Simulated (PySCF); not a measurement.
Computed properties of Sn(H)(NH2)3 (H7N3Sn), SMILES [NH2][SnH]([NH2])[NH2]

Sn(H)(NH2)3 (H7N3Sn), SMILES [SnH]([NH2])([NH2])[NH2]. Geometry optimised at PBE0-D3(BJ)/def2-SVP. The structure was generated by enumeration; whether it is a known compound was not checked. The def2 effective core potentials stand for the cores of Sn; spin–orbit coupling is left out. The values are those of a single conformer. All values are computed for the isolated molecule unless a solvent is named; none is compared with measurement here.

**Structure.** All 27 harmonic modes at PBE0-D3(BJ)/def2-SVP (PySCF) are real, so it is a minimum. With heavy atoms numbered as in [SnH:1]([NH2:2])([NH2:3])[NH2:4], the shortest bond between them is Sn1–N3 at 2.034 Å and the longest Sn1–N2 at 2.041 Å.

**Vibrations.** The strongest infrared lines (harmonic, unscaled, degenerate partners summed) lie at 524 cm⁻¹ (257 km/mol, H 62 %, N 34 %), 1912 cm⁻¹ (200 km/mol, H 99 %), 564 cm⁻¹ (182 km/mol, H 50 %, N 44 %). The softest mode is at 90 cm⁻¹ and the zero-point energy is 51.8 kcal/mol.

**Electronic structure.** PBE0/def2-TZVP (PySCF) places the frontier levels at -7.17 and -0.05 eV, a gap of 7.12 eV, and gives a dipole moment of 1.33 D and a mean polarisability of 62.3 bohr³. PBE/def2-TZVP (PySCF) at the same geometry gives -5.73 and -0.97 eV, so its gap is 2.36 eV narrower. An orbital gap is neither the optical nor the fundamental gap.

**Excitations.** TDDFT-M06-2X/def2-SVPD (PySCF) has S1 at 6.15 eV (202 nm, f = 0.049, weak); the most intense of the 10 singlets computed lies at 6.40 eV (f = 0.10). T1 (TDA) is at 5.65 eV. TDDFT-PBE/def2-SVPD (PySCF) puts S1 at 4.93 eV. No vertical singlet excitation falls in the visible range (under 3.1 eV).
